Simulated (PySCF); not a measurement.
C₄H₁₁FSi₂.
Numbering: `[F:1][Si@@H:2]1[CH2:3][CH2:4][C@@H:5]1[CH2:6][SiH3:7]`

NICS is the negative of the GIAO shielding at a point without a nucleus: at the ring centre (0) and 1 Å above and below it (1); zz is the component along the ring normal. Level: GIAO PBE0/pcSseg-1 (PySCF, non-relativistic, gas phase) on the GFN2-xTB geometry, one conformer.

Ring bond lengths (Å), with Mayer bond orders in brackets: Si2–C3 1.904 (0.91), C3–C4 1.547 (1.00), C4–C5 1.553 (0.97), C5–Si2 1.912 (0.87).

Give the NICS values of each ring in ppm.

```
        ring                                              type  NICS(0)  NICS(1), two faces  NICS(1)zz, two faces  rms pucker (Å)  centre to ring atoms, mean (Å)
Si2–C3–C4–C5  4-membered ring with Si; formal bonds all single      1.0          -1.7 / 0.2             2.4 / 6.2            0.04                            1.22
```

What can be read from them?

- Si2–C3–C4–C5: mean NICS(1)zz 4.3 ppm, deshielded. Si2, C3, C4, C5 have four or more neighbours, and the NICS criterion for π rings isn't applied. The two faces differ by 3.8 ppm, so no symmetry operation interchanges them.

What is the mean of the two in-plane components of NICS at the second NICS(1) probe listed for ring Si2–C3–C4–C5, 1 Å off the ring?

The isotropic value is a third of the trace: (3 × 0.2 − (6.2))/2 = -2.8 ppm.

What are the shieldings of the ring atoms and their hydrogens in the same run (means over atoms taken as equivalent)?

| atoms | environment | σ isotropic (ppm) |
| --- | --- | --- |
| Si2 | fluorine-bound silicon | 318.4 |
| C3 | sp3 carbon bound to silicon | 166.8 |
| C4 | four-membered-ring carbon | 155.2 |
| C5 | sp3 carbon bound to silicon | 147.9 |
| H on Si2 | Si–H hydrogen | 25.92 |
| H on C3 | methylene hydrogen | 30.14 |
| H on C3 | methylene hydrogen | 29.95 |
| H on C4 | methylene hydrogen | 29.11 |
| H on C4 | methylene hydrogen | 29.95 |
| H on C5 | methine hydrogen | 29.68 |

Conformer computed: `[F:1][Si@@H:2]1[CH2:3][CH2:4][C@@H:5]1[CH2:6][SiH3:7]`: C4–C5–C6–Si7 180°.
